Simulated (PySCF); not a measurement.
Compound: CH₅AsGeN₂.
SMILES: `N#[C][Ge@H]([NH2])[AsH2]`

Torsions of this conformer, `[N:1]#[C:2][Ge@H:3]([NH2:4])[AsH2:5]`: H–N4–Ge3–C2 180°, H–N4–Ge3–C2 52°, H–As5–Ge3–C2 31°, H–As5–Ge3–C2 -62°.

The closed-shell ground state was solved at several levels (PySCF, density fitting, gas phase). The structure is a single PBE0-D3(BJ)/def2-SVP conformer in the gas phase; no vibrational or solvent corrections. The calculation is non-relativistic and has no spin–orbit coupling, an omission that weighs most on arsenic and germanium.

```tsv
level	basis functions	HOMO (eV)	LUMO (eV)	gap (eV)	dipole (D)
wB97X-D/def2-SVPD	176	-9.59	0.73	10.32	4.19
PBE0/6-31G*	116	-7.55	-0.65	6.90	3.94
BHandHLYP/def2-SVPD	176	-8.84	-0.14	8.70	4.29
CAM-B3LYP/def2-SVPD	176	-9.08	-0.02	9.06	4.25
PBE0/def2-TZVPD	264	-7.80	-0.98	6.82	4.15
PBE/def2-SVPD	176	-6.51	-1.77	4.74	4.12
PBE0/aug-cc-pVDZ	186	-7.79	-1.02	6.77	4.15
LDA/def2-SVPD	176	-6.64	-2.00	4.64	4.18
LC-wPBE/def2-SVPD	176	-10.37	1.08	11.45	4.14
```

(1) Estimate the row for B3LYP/def2-SVPD, a basis of 176 functions; the other rows only guide the guess.

(2) Over all these levels, which gives the widest orbital gap and which the narrowest?

(3) How much does the basis alone move the frontier levels among the 3 PBE0 rows?

(4) In the def2-SVPD basis, how does the gap go with the fixed share of exact exchange?

(5) How far do the dipole and the HOMO energy spread over the levels?

Answers

(1) HOMO -7.58 eV, LUMO -1.18 eV, gap 6.40 eV, dipole 4.25 D.

(2) LC-wPBE/def2-SVPD (range-separated hybrid) has the widest, 11.45 eV, and LDA/def2-SVPD (LDA) the narrowest, 4.64 eV. The two share the basis. From the narrowest to the widest the HOMO moves by -3.73 eV and the LUMO by +3.08 eV.

(3) The HOMO by 0.25 eV and the LUMO by 0.37 eV. By rising basis size (HOMO, LUMO in eV): 6-31G* -7.55, -0.65; aug-cc-pVDZ -7.79, -1.02; def2-TZVPD -7.80, -0.98.

(4) LDA (0 %) 4.64 eV; PBE (0 %) 4.74 eV; B3LYP (20 %) 6.40 eV; BHandHLYP (50 %) 8.70 eV. Each rise in the share widens the gap here.

(5) The dipole runs from 3.94 to 4.29 D (mean 4.17 D) and the HOMO from -10.37 to -6.51 eV.
